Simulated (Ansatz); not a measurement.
H3AlNS, SMILES `[NH2][Al-][SH]` (excited triplet) (charge -1, multiplicity 3). This triplet is an excited state, 1.67 eV above the relaxed singlet at the level frozen-core CCSD(T)/aug-cc-pVDZ // PBE0-D3(BJ)/def2-TZVPD (Ansatz, a quantum-chemistry and plane-wave program).

Level of theory: frozen-core CCSD(T)/aug-cc-pVDZ // PBE0-D3(BJ)/def2-TZVPD (Ansatz).

Ansatz 0.2 input:
```yaml
crystal:
  periodic: [false, false, false]
  atoms:
    - { symbol: N, position_ang: [-1.435878, 0.031098, -0.078099] }
    - { symbol: Al, position_ang: [0.12966, 0.940546, -0.418927] }
    - { symbol: S, position_ang: [2.158112, 0.375409, 0.517789] }
    - { symbol: H, position_ang: [-1.602981, -0.87529, -0.490662] }
    - { symbol: H, position_ang: [-1.853678, 0.060908, 0.840898] }
    - { symbol: H, position_ang: [2.604766, -0.532672, -0.371001] }
basis:
  gaussian: { orbitals: aug-cc-pVDZ }
correlation:
  method: ccsd_t
total_charge: -1
magnetization:
  spin_polarized: true
  initial_magnetization: 2
```

Output:

```
Functional definition: HF
1036 factors; integrals over basis functions are off by at most 9.9e-4 eV
mean field evaluation 1: about -18927.3622 eV, gradient 1.7e1 eV
mean field evaluation 2: about -18927.3632 eV, gradient 1.7e1 eV
mean field evaluation 4: about -18929.7403 eV, gradient 2.9e0 eV
mean field evaluation 8: about -18929.9660 eV, gradient 3.8e-1 eV
mean field evaluation 16: about -18930.8845 eV, gradient 2.4e-2 eV
mean field evaluation 32: about -18929.9346 eV, gradient 1.6e-1 eV
mean field evaluation 64: about -18929.8995 eV, gradient 5.7e0 eV
mean field evaluation 96: about -18929.9265 eV, gradient 1.8e-1 eV
mean field evaluation 128: about -18929.8088 eV, gradient 2.1e-4 eV
mean field evaluation 160: about -18929.7294 eV, gradient 1.3e-1 eV
mean field evaluation 192: about -18929.6491 eV, gradient 2.1e0 eV
mean field evaluation 224: about -18928.7916 eV, gradient 2.6e-2 eV
mean field -18930.88453389 eV, -695.6971748061 hartree, gradient 1.6e-6 eV, S^2 2.003413; 13 other end points of the search recorded, 0 dependent functions left out
determinant -18930.88453389 eV, -695.6971748061 hartree, with singles and doubles -18942.24371309 eV, -696.1146169422 hartree
determinant -18929.95196325 eV, -695.6629034671 hartree, with singles and doubles -18941.23210920 eV, -696.0774411847 hartree
determinant -18929.80881709 eV, -695.6576429429 hartree, with singles and doubles -18940.96196397 eV, -696.0675135307 hartree
determinant -18929.72919182 eV, -695.6547167683 hartree, with singles and doubles -18940.97900499 eV, -696.0681397768 hartree
determinant -18928.88633280 eV, -695.6237422702 hartree, with singles and doubles -18940.06636579 eV, -696.0346009046 hartree
determinant -18928.79225167 eV, -695.6202848526 hartree, with singles and doubles -18940.02660048 eV, -696.0331395565 hartree
11 core orbitals not correlated
reference -18930.88453389 eV, -695.6971748061 hartree; 10, 8 occupied and 83, 85 virtual orbitals, 1036 factors
second order -10.50582465 eV of doubles, -0.00000000 eV of singles
cycle   1  -11.34763326 eV  change   -2.5e-1 eV  update   2.6e-2
cycle   2  -11.36616720 eV  change   -1.9e-2 eV  update   8.5e-3
cycle   3  -11.36882855 eV  change   -2.7e-3 eV  update   4.9e-3
cycle   4  -11.37064663 eV  change   -1.8e-3 eV  update   2.3e-3
cycle   5  -11.37112440 eV  change   -4.8e-4 eV  update   1.2e-3
cycle   6  -11.37113978 eV  change   -1.5e-5 eV  update   5.7e-4
cycle   7  -11.37116979 eV  change   -3.0e-5 eV  update   2.6e-4
cycle   8  -11.37115409 eV  change    1.6e-5 eV  update   1.3e-4
cycle   9  -11.37112531 eV  change    2.9e-5 eV  update   7.1e-5
cycle  10  -11.37111368 eV  change    1.2e-5 eV  update   4.2e-5
cycle  11  -11.37111092 eV  change    2.8e-6 eV  update   2.6e-5
cycle  12  -11.37111241 eV  change   -1.5e-6 eV  update   1.5e-5
perturbative correction -0.40328461 eV, -0.0148204359 hartree
Total energy: -18942.65893090 eV, -696.1298759154 hartree
```
